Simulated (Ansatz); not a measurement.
Cost and result for the atomization energy of Cl₂GeI₂, SMILES `[Cl][Ge]([Cl])([I])[I]` (5 atoms, 4 bonds).

The species carries charge 0 and has multiplicity 1. Correlated methods include outer-core shells of Ge, I, which these sets cover unevenly. Scalar relativity is left out up to krypton. I: def2 effective core potential. All single points use the PBE0-D4/def2-TZVP geometry. Program: Ansatz. All runs use 4 threads of an Arm Neoverse V1 on a shared host. Times are those of one run each, without the atoms' runs, and a repeat can differ threefold. Electronic energies, without spin–orbit coupling; frozen cores. CCSD(T)/CBS adds CCSD(T) − MP2 in def2-TZVPP to the MP2 limit, and its time is that of the two runs behind it. T1 = 0.009. With those shells the extrapolation isn't a true limit. B3LYP takes the VWN-RPA correlation (the form of Gaussian; ORCA's B3LYP/G). HSE06 is the plane-wave form, built on full-range PBE exchange.

CCSD(T)/CBS is a level of theory with its own doubt, some kJ/mol a heavy atom from the limit and from the frozen cores, so smaller differences don't rank the functionals.

```
                            level  functions  wall time
               BLYP-D4/def2-TZVPP        232      2.9 s
  PBE-D4/def2-TZVPP (with forces)        232      3.5 s
               PBE0-D4/def2-TZVPP        232        7 s
              BHLYP-D4/def2-TZVPP        232        7 s
              HSE06-D4/def2-TZVPP        232      7.5 s
          CAM-B3LYP-D4/def2-TZVPP        232      7.5 s
                 CCSD(T)/def2-SVP        120        8 s
B3LYP-D4/def2-TZVPP (with forces)        232      9.5 s
              PBE-QIDH/def2-TZVPP        232       12 s
            r2SCANh-D4/def2-TZVPP        232       13 s
                   MP2/def2-QZVPP        393       30 s
               CCSD(T)/def2-TZVPP        232    2.5 min
                CCSD(T)/CBS(def2)          –      3 min
```

Question: What atomization energy does each give, and how far from CCSD(T)/CBS? (Best estimate.)

Answer: Computed: 
```tsv
level	atomization (kcal/mol)	difference from CCSD(T)/CBS	per bond
BLYP-D4/def2-TZVPP	277.2	-14.2	-3.5
PBE-D4/def2-TZVPP (with forces)	297.0	5.6	1.4
PBE0-D4/def2-TZVPP	290.7	-0.7	-0.2
BHLYP-D4/def2-TZVPP	270.5	-20.9	-5.2
HSE06-D4/def2-TZVPP	291.1	-0.3	-0.1
CAM-B3LYP-D4/def2-TZVPP	274.5	-16.9	-4.2
CCSD(T)/def2-SVP	251.5	-39.9	-10.0
B3LYP-D4/def2-TZVPP (with forces)	277.5	-13.9	-3.5
PBE-QIDH/def2-TZVPP	291.0	-0.4	-0.1
r2SCANh-D4/def2-TZVPP	288.9	-2.5	-0.6
MP2/def2-QZVPP	306.1	14.7	3.7
CCSD(T)/def2-TZVPP	277.3	-14.1	-3.5
CCSD(T)/CBS(def2)	291.4	0.0	0.0
```

In def2-TZVPP, CCSD(T) changes the Hartree–Fock value by +89.2 kcal/mol (the triples alone add +11.3 kcal/mol) and MP2 by +110.0 kcal/mol; breaking electron pairs costs correlation energy, which Hartree–Fock lacks. Leaving LDA and LC-ωPBE aside and taking each functional with its dispersion term where it has one, the values spread over 26.5 kcal/mol, from BHLYP-D4 to PBE-D4. LDA lies +54.0 kcal/mol from PBE without D4, its usual overbinding. At CCSD(T), def2-SVP lies −39.9 kcal/mol from the extrapolated value and def2-TZVPP −14.1 kcal/mol: correlation converges slowly with the basis, and small sets miss more of it in the bonded molecule than in its fragments.

Spin–orbit coupling would lower the free I atoms strongly, and the atomization energy with them, by more than many differences here. For some Ge, Se and Sn compounds the MP2-based and the directly extrapolated limit differ by 10 to 25 kJ/mol.
